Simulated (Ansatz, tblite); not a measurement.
Cost and result up the ladder for the cluster PbS₂⁻ (3 atoms). Charge -1, multiplicity 2. Geometry: PBE-D4/def2-TZVPD.

```xyz
3

Pb    0.263   -0.347    0.567
S     1.535    1.584   -0.192
S    -1.798   -1.237   -0.375
```

Ansatz on 4 threads of Arm Neoverse V2 on a shared host; xTB runs through tblite on one thread. Times are rough, summed over both states, and most runs start from the orbitals of an earlier one. PBE-QIDH/def2-TZVPD serves as the yardstick here, not as an exact answer. The other state is a quartet at its own geometry.

In the def2 sets Pb takes a core potential; there is no spin–orbit coupling. The xTB rows come from tblite. Correlated methods freeze 14 core orbitals; core or outer-core shells of Pb are correlated, in sets that lack core-valence functions. HOMO above LUMO, or a gap near zero within one spin, warns that the state may not be the lowest or that an electron is smeared out. The structure comes from a short search, and lower isomers may exist.

Correlated methods converge slowly with the basis.

xTB has no spin-polarisation term.

```json
{"level": "GFN1-xTB", "functions": "22", "wall time": "0.004 s"}
{"level": "GFN2-xTB", "functions": "22", "wall time": "0.004 s"}
{"level": "LDA (SPW92)/def2-TZVPD", "functions": "148", "wall time": "5.2 s"}
{"level": "MP2/def2-TZVPD", "functions": "148", "wall time": "5.5 s"}
{"level": "PBE0-D4/def2-TZVPD (with forces)", "functions": "148", "wall time": "11 s"}
{"level": "PBE-D4/def2-TZVPD", "functions": "148", "wall time": "12 s"}
{"level": "revPBE-D4/def2-TZVPD", "functions": "148", "wall time": "13 s"}
{"level": "PBE-QIDH/def2-TZVPD", "functions": "148", "wall time": "15 s"}
{"level": "RPA@PBE/def2-TZVPD", "functions": "148", "wall time": "16 s"}
{"level": "r2SCAN-D4/def2-TZVPD", "functions": "148", "wall time": "18 s"}
{"level": "ωB97X-V/def2-TZVPD", "functions": "148", "wall time": "41 s"}
{"level": "ωB97M-V/def2-TZVPD", "functions": "148", "wall time": "46 s"}
{"level": "CCSD(T)/def2-TZVPPD", "functions": "158", "wall time": "52 s"}
```

Problem. Estimate what each level gives for the quartet − doublet (eV).

Solution. 
```json
{"level": "GFN1-xTB", "quartet − doublet (eV)": "3.07", "difference from PBE-QIDH/def2-TZVPD (eV)": "0.79", "remarks": "–"}
{"level": "GFN2-xTB", "quartet − doublet (eV)": "2.67", "difference from PBE-QIDH/def2-TZVPD (eV)": "0.39", "remarks": "–"}
{"level": "LDA (SPW92)/def2-TZVPD", "quartet − doublet (eV)": "2.44", "difference from PBE-QIDH/def2-TZVPD (eV)": "0.16", "remarks": "HOMO above zero (quartet), gap within one spin near zero (quartet)"}
{"level": "MP2/def2-TZVPD", "quartet − doublet (eV)": "2.53", "difference from PBE-QIDH/def2-TZVPD (eV)": "0.25", "remarks": "spin-contaminated (⟨S²⟩ 0.83) (doublet)"}
{"level": "PBE0-D4/def2-TZVPD (with forces)", "quartet − doublet (eV)": "2.21", "difference from PBE-QIDH/def2-TZVPD (eV)": "-0.07", "remarks": "HOMO above zero (quartet)"}
{"level": "PBE-D4/def2-TZVPD", "quartet − doublet (eV)": "2.25", "difference from PBE-QIDH/def2-TZVPD (eV)": "-0.03", "remarks": "HOMO above zero (quartet)"}
{"level": "revPBE-D4/def2-TZVPD", "quartet − doublet (eV)": "2.20", "difference from PBE-QIDH/def2-TZVPD (eV)": "-0.08", "remarks": "HOMO above zero (quartet)"}
{"level": "PBE-QIDH/def2-TZVPD", "quartet − doublet (eV)": "2.28", "difference from PBE-QIDH/def2-TZVPD (eV)": "0.00", "remarks": "–"}
{"level": "RPA@PBE/def2-TZVPD", "quartet − doublet (eV)": "2.00", "difference from PBE-QIDH/def2-TZVPD (eV)": "-0.28", "remarks": "–"}
{"level": "r2SCAN-D4/def2-TZVPD", "quartet − doublet (eV)": "2.20", "difference from PBE-QIDH/def2-TZVPD (eV)": "-0.08", "remarks": "HOMO above zero (quartet)"}
{"level": "ωB97X-V/def2-TZVPD", "quartet − doublet (eV)": "2.18", "difference from PBE-QIDH/def2-TZVPD (eV)": "-0.10", "remarks": "–"}
{"level": "ωB97M-V/def2-TZVPD", "quartet − doublet (eV)": "2.21", "difference from PBE-QIDH/def2-TZVPD (eV)": "-0.07", "remarks": "–"}
{"level": "CCSD(T)/def2-TZVPPD", "quartet − doublet (eV)": "2.30", "difference from PBE-QIDH/def2-TZVPD (eV)": "0.02", "remarks": "spin-contaminated (⟨S²⟩ 0.83) (doublet)"}
```
